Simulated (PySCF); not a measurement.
Isomers of C7H11N, from PBE0-D3(BJ)/def2-SVP geometry optimisation, gas phase in PySCF 2.14.0. One conformer each, no zero-point energy, no frequencies.

Problem. Which isomer lies lowest at this level?
A. `[C-:1]#[N+:2][CH:3]1[CH2:4][CH2:5][CH2:6][CH2:7][CH2:8]1` with N2–C3–C4–C5 -179°, C3–C4–C5–C6 55°, C4–C5–C6–C7 -55°, C5–C6–C7–C8 55°: A = 4277, B = 1474, C = 1179 MHz, dipole 4.30 D
B. `[CH:1]#[C:2][CH2:3]/[C:4]([CH2:5][CH3:6])=[N:7]\[CH3:8]` with C2–C3–C4–C5 -99°, C3–C4–C5–C6 176°: A = 2722, B = 1411, C = 1085 MHz, dipole 1.48 D
C. `[CH2:1]=[CH:2][CH2:3][C@@H:4]([CH3:5])[CH2:6][C:7]#[N:8]` with C1–C2–C3–C4 116°, C2–C3–C4–C5 176°, C3–C4–C6–C7 -61°: A = 2374, B = 1656, C = 1160 MHz, dipole 3.85 D

Solution. A. That is `[N+](#[C-])C1CCCCC1`, 6.5 kcal/mol below the next.

| SMILES | mapped SMILES | E (Eh) | relative (kcal/mol) | relative (kJ/mol) | dipole (D) |
| --- | --- | --- | --- | --- | --- |
| [C-]#[N+]C1CCCCC1 | [C-:1]#[N+:2][CH:3]1[CH2:4][CH2:5][CH2:6][CH2:7][CH2:8]1 | -327.47453 | 0.0 | 0.0 | 4.30 |
| C=CC[C@@H](C)CC#N | [CH2:1]=[CH:2][CH2:3][C@@H:4]([CH3:5])[CH2:6][C:7]#[N:8] | -327.46410 | 6.5 | 27.4 | 3.85 |
| C#CC/C(CC)=N\C | [CH:1]#[C:2][CH2:3]/[C:4]([CH2:5][CH3:6])=[N:7]\[CH3:8] | -327.40592 | 43.1 | 180.1 | 1.48 |
